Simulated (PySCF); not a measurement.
C3H7BO, SMILES C1CB(C1)O.

Geometry: PBE0-D3(BJ)/def2-SVP. The values are those of a single conformer.

Two levels are set side by side: TDA-PBE/def2-SVPD (PySCF) and TDA-M06-2X/def2-SVPD (PySCF). Vertical, same geometry. The lowest singlet is HOMO→LUMO 96 % with PBE and HOMO→LUMO+1 69 %, HOMO→LUMO+2 25 % with the other functional; states are paired by order. Differences are taken from unrounded values.

```tsv
quantity	TDA-M06-2X
lowest singlet excitation (eV)	6.32
lowest triplet excitation (TDA) (eV)	5.91
```

What does TDA-PBE give, and how far is it from TDA-M06-2X? (Estimate from the structure and the level; the computed values follow.)


```
quantity                              TDA-PBE  TDA-PBE minus TDA-M06-2X
------------------------------------  -------  ------------------------
lowest singlet excitation (eV)           5.98                     -0.34
lowest triplet excitation (TDA) (eV)     5.42                     -0.49
```

A lower first singlet is the usual sign of a functional without exact exchange. Differences between two approximate levels are no errors against the true value.

Rough cost on one machine, each run with all the roots and properties that it gave: TDA-M06-2X against TDA-PBE about 10 times.
